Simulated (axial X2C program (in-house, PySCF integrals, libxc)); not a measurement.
# What spin–orbit coupling does to LiSe⁻

All values were computed with an in-house all-electron X2C program for linear molecules (integrals from PySCF). Spin-free means the one-electron spin-free X2C Hamiltonian; two-component (2c) means X2C with spin–orbit coupling and atomic mean-field two-electron Coulomb and Gaunt terms, so the difference of the two also holds small scalar two-electron terms. Basis: Se dyall-acv3z [9s10p7d5f1g], Li dyall-av3z [9s9p3d] (cores contracted in-house); Gaussian nuclei, density fitting, unrestricted open shells. Masses: Se 79.917 u, Li 7.016 u.

Spin-free state: M_S = 0, Λ = 0 (closed shell); fragments Se- + Li.

```csv
level,Re (Å),ωe (cm⁻¹),De (eV),μ (D)
PBE0,2.175,572.0,2.151,4.15
HF,2.179,591.3,0.985,5.51
MP2,2.214,548.3,2.223,n/a
CCSD,2.199,563.0,2.038,n/a
CCSD(T),2.213,545.9,2.181,n/a
B3LYP,2.180,562.9,2.193,3.90
```

Correlated methods: 8 electrons correlated (number of frozen shells: Se 3 s, 2 p, 1 d; Li 1 s), 236 virtual spin orbitals or spinors in MP2, 88 natural virtuals in coupled cluster.

Dipoles are positive if Li is the positive end and refer to the centre of mass.

Two-component determinant lowest at the distance of the search:

Ω = 0 (closed shell); fragments Se- + Li.

```json
{"level": "PBE0", "Re (Å)": "2.176", "ωe (cm⁻¹)": "569.2", "De (eV)": "2.118", "μ (D)": "4.07"}
{"level": "HF", "Re (Å)": "2.181", "ωe (cm⁻¹)": "589.4", "De (eV)": "0.896", "μ (D)": "5.46"}
{"level": "MP2", "Re (Å)": "2.215", "ωe (cm⁻¹)": "545.9", "De (eV)": "2.142", "μ (D)": "n/a"}
{"level": "CCSD", "Re (Å)": "2.200", "ωe (cm⁻¹)": "560.9", "De (eV)": "1.958", "μ (D)": "n/a"}
{"level": "CCSD(T)", "Re (Å)": "2.214", "ωe (cm⁻¹)": "543.4", "De (eV)": "2.097", "μ (D)": "n/a"}
{"level": "B3LYP", "Re (Å)": "2.182", "ωe (cm⁻¹)": "559.2", "De (eV)": "2.118", "μ (D)": "3.79"}
```

From the two tables, how do the constants change at the CCSD(T) level (2c against spin-free)?

At the CCSD(T) level Re increases by 0.001 Å and ωe goes down by 2.5 cm⁻¹; De changes by -0.084 eV.

The state is one determinant whose occupation by symmetry is held fixed; it was picked as the lowest of a PBE0 search that is not exhaustive. The closed shell is kept restricted, so the energy runs too high when the bond is stretched far. De is counted from the lowest determinant-based energies of the atoms at the same level, without counterpoise correction. CCSD and (T) use frozen natural virtuals with an MP2 correction for the truncation; (T) itself is uncorrected, so its De runs slightly low. The functionals have no current-density term, which raises determinants with orbital currents, atoms included. The highest occupied level of some functionals is positive through self-interaction error; at Hartree–Fock it is bound. Hartree–Fock gets electron affinities wrong, so its lowest charge split need not be the true one.
